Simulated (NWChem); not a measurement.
System: CH6Zr; SMILES [CH3][ZrH3]

```xyz
8

Zr     0.0000     0.0000     0.3543
C      0.0000     0.0000    -1.8151
H      0.7432     0.7219    -2.2043
H     -0.9968     0.2827    -2.2045
H      0.2536    -1.0046    -2.2045
H     -1.6972     0.4817     0.9266
H      0.4315    -1.7107     0.9266
H      1.2657     1.2290     0.9265
```
Atoms are numbered in this order, from 1.

All runs use the structure optimised with PBE0/def2-SVP. def2 effective core potentials on Zr; no spin-orbit coupling.

Q: List the 6 lowest vertical singlet excitations from B3LYP/def2-SVP with def2 effective core potentials on Zr, full TDDFT (NWChem).

A: 
```csv
state,energy (eV),oscillator strength,leading excitation (squared amplitude)
S1,4.13,0.000,HOMO−1 → LUMO (0.29)
S2,4.14,0.000,HOMO → LUMO (0.30)
S3,4.14,0.000,HOMO → LUMO+1 (0.30)
S4,4.36,0.001,HOMO → LUMO+1 (0.36)
S5,4.36,0.001,HOMO → LUMO (0.36)
S6,4.44,0.007,HOMO−2 → LUMO (0.27)
```
